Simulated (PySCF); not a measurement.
C₂H₁₂OSi₃, SMILES C([Si@H]([SiH3])O)C[SiH3].

The structure is a stationary point at PBE0-D3(BJ)/def2-SVP. The structure was generated by enumeration; whether it is a known compound was not checked. One conformer was computed; it need not be the lowest.

Computed with HF/def2-TZVP (PySCF).

Isolated molecule, no solvent.

Computed frontier levels, gap, dipole moment:
```json
{
 "highest_occupied_level": "-10.54 eV",
 "lowest_empty_level": "2.97 eV",
 "orbital_gap": "13.51 eV",
 "dipole_moment": "1.96 D",
 "quadrupole, principal values (traceless, Buckingham form, about the centre of nuclear charge)": "-3.25, -0.90, 4.15 D·Å"
}
```
